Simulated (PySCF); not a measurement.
# Assigning NMR signals

Geometry:
| atom | x (Å) | y (Å) | z (Å) |
| --- | --- | --- | --- |
| O1 | 0.624 | 0.814 | -1.292 |
| C2 | 1.345 | 1.135 | -0.368 |
| C3 | 1.568 | 0.281 | 0.774 |
| C4 | 0.848 | -0.848 | 0.792 |
| F5 | 1.008 | -1.714 | 1.796 |
| Si6 | -0.431 | -1.326 | -0.551 |
| O7 | -1.764 | -0.341 | -0.651 |
| C8 | -2.030 | 0.810 | -0.090 |
| O9 | -1.382 | 1.358 | 0.750 |
| H10 | 1.870 | 2.101 | -0.381 |
| H11 | 2.259 | 0.570 | 1.549 |
| H12 | 0.101 | -1.529 | -1.882 |
| H13 | -1.042 | -2.531 | 0.022 |
| H14 | -2.975 | 1.221 | -0.490 |

Level of theory: coordinates at the GFN2-xTB level, shielding tensors at PBE0/pcSseg-1 (GIAO), in PySCF (averaged over atoms made equivalent by symmetry, fast rotation or ring inversion, one computed conformer, non-relativistic Hamiltonian, isolated molecule).

Referencing at the same level of theory: TMS for ¹³C, ¹H.

**Question.** Assign these signals to the numbered atoms. ¹³C{¹H} NMR (computed): δ 204.6, 200.8, 163.6, 127.8.

**Answer.** 
204.6 → C4, β carbon of a C=C–C=O unit: conjugation with the carbonyl draws π density from the β position
200.8 → C2, aldehyde carbonyl carbon: the double bond to the heteroatom, with no lone-pair donor beside it, deshields it most
163.6 → C8, carbonyl carbon
127.8 → C3, α carbon of a C=C–C=O unit: the olefinic region

**Question.** Assign these signals to the numbered atoms. ¹H NMR (400 MHz, computed): δ 9.70 (m, 1H), 7.93 (s, 1H), 6.80 (m, 1H), 5.26 (m, 2H).

**Answer.** 
| δ (ppm) | atoms | environment | reason |
| --- | --- | --- | --- |
| 9.70 | H10 | hydrogen on an aldehyde carbonyl carbon | deshielded by the polar, anisotropic C=O bond |
| 7.93 | H14 | hydrogen on a carbonyl carbon | – |
| 6.80 | H11 | hydrogen on an α carbon of a C=C–C=O unit | attached to an sp2 carbon and in the plane of the double bond |
| 5.26 | H12/H13 | hydrogen on a silicon bonded to C, O | – |

Splittings by ¹⁹F in the carbon and heteronuclear signals aren't shown, as no couplings were computed. Shifts are as computed. Against solution values, carbons near 30 ppm lie about +3 ppm off and those near 130 ppm about +5 ppm. Of 1309 compounds with measured shifts, 239 miss one by over three times the rms of a fit or turn the order of signals round; such compounds aren't used in these exercises. Multiplicities follow the n + 1 count of equivalent neighbours, as no J values were calculated; m marks all less simple cases, F and P coupling included.
